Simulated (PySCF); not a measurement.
PySCF 2.14 output of a UHF calculation on a single atom or ion in cc-pVDZ-X2C (8s7p5d3f1g, 84 functions), with the spin-free X2C one-electron Hamiltonian (Gaussian nucleus):

```
SCF conv_tol = 1e-09
number electrons alpha = 29  beta = 27
cycle= 1 E= -8489.10602779247  delta_E= -0.00321  |g|= 0.0202  |ddm|= 0.0596
cycle= 2 E= -8489.10637687927  delta_E= -0.000349  |g|= 0.00842  |ddm|= 0.0278
cycle= 3 E= -8489.10647733088  delta_E= -0.0001  |g|= 0.00208  |ddm|= 0.0257
cycle= 4 E= -8489.1064967018  delta_E= -1.94e-05  |g|= 0.00123  |ddm|= 0.0161
cycle= 5 E= -8489.10650683016  delta_E= -1.01e-05  |g|= 0.0012  |ddm|= 0.00927
cycle= 6 E= -8489.10651434167  delta_E= -7.51e-06  |g|= 0.00121  |ddm|= 0.00679
cycle= 7 E= -8489.10640934023  delta_E= 0.000105  |g|= 0.00109  |ddm|= 0.101
cycle= 8 E= -8489.10629031705  delta_E= 0.000119  |g|= 0.00133  |ddm|= 0.141
cycle= 9 E= -8489.10623236826  delta_E= 5.79e-05  |g|= 0.00348  |ddm|= 0.0801
cycle= 10 E= -8489.10616015831  delta_E= 7.22e-05  |g|= 0.00499  |ddm|= 0.211
cycle= 11 E= -8489.10615466059  delta_E= 5.5e-06  |g|= 0.00601  |ddm|= 0.0642
cycle= 12 E= -8489.10616136391  delta_E= -6.7e-06  |g|= 0.00512  |ddm|= 0.0101
cycle= 13 E= -8489.10617985254  delta_E= -1.85e-05  |g|= 9.08e-05  |ddm|= 0.0628
cycle= 14 E= -8489.10617961129  delta_E= 2.41e-07  |g|= 8.89e-05  |ddm|= 0.0164
cycle= 15 E= -8489.10617961004  delta_E= 1.25e-09  |g|= 3.84e-05  |ddm|= 0.00285
cycle= 16 E= -8489.10617961047  delta_E= -4.29e-10  |g|= 1.72e-05  |ddm|= 0.000969
converged SCF energy = -8489.10617961047  <S^2> = 2.0064162  2S+1 = 3.0042744
```

The run itself started from symmetry-adapted Hartree-Fock orbitals and held the occupation by maximum overlap, so the iterations belong to that start.

Q: Which element, charge and spin multiplicity is this?

A: La+ (lanthanum, charge +1), multiplicity 3; the state was [Xe] 5d1 6s1, high-spin 3D determinant (an excited configuration).

Spin-orbit coupling, absent here, splits the open shell strongly.
